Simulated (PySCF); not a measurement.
## BiH3(NH3) at several levels of theory

Computed with PySCF 2.14.0 (density fitting, no spin-orbit coupling) at the geometry relaxed with PBE0:

```xyz
8
BiH3(NH3) (singlet)
Bi    0.4542   -0.4542    0.4542
H     1.6617    0.1253    1.6617
H    -0.1253   -1.6617    1.6617
H     1.6617   -1.6617   -0.1253
N    -1.7823    1.7823   -1.7823
H    -2.3958    2.3958   -1.2469
H    -1.2469    2.3958   -2.3958
H    -2.3958    1.2469   -2.3958
```

```csv
level,basis,state,HOMO (eV),gap (eV),charge on Bi1 (e),dipole about the centre of mass (D),largest force component (eV/Å)
PBE0,"Bi def2-SVP with ECP60, H def2-SVP, N def2-SVP",singlet,-6.98,7.33,0.23,3.60,0.00
TPSS,the same,singlet,-5.83,5.51,0.28,3.71,0.27
PBE,the same,singlet,-5.65,5.26,0.22,3.57,0.31
```

Charges are Mulliken's, which hang on the basis. The relaxation used the grid (50, 194), these runs (75, 302) or, all-electron (x2c bases, spin-free X2C Hamiltonian), (99, 590).

What does PBE0 with Bi def2-TZVP with ECP60, H def2-TZVP, N def2-TZVP give here?

state singlet, HOMO (eV) -7.16, gap (eV) 7.31, charge on Bi1 (e) 0.15, dipole about the centre of mass (D) 3.62, largest force component (eV/Å) 0.26. Time: 23 s on 2 threads of Intel(R) Xeon(R) Processor @ 2.50GHz (Skylake/Cascade Lake) (shared host), from free ions and atoms.

In the first row's basis the gap widens with exact exchange: 5.3 to 5.5 eV for PBE, TPSS (none); 7.3 eV for PBE0 (a fixed share).

Some metal–ligand contacts ended over 25 % longer than in the template from which the work began, so those ligands are loosely bound or lost. A frequency check found unstable modes (2, the lowest at -33 cm⁻¹), so the relaxed geometry is a saddle point, or these are noise.
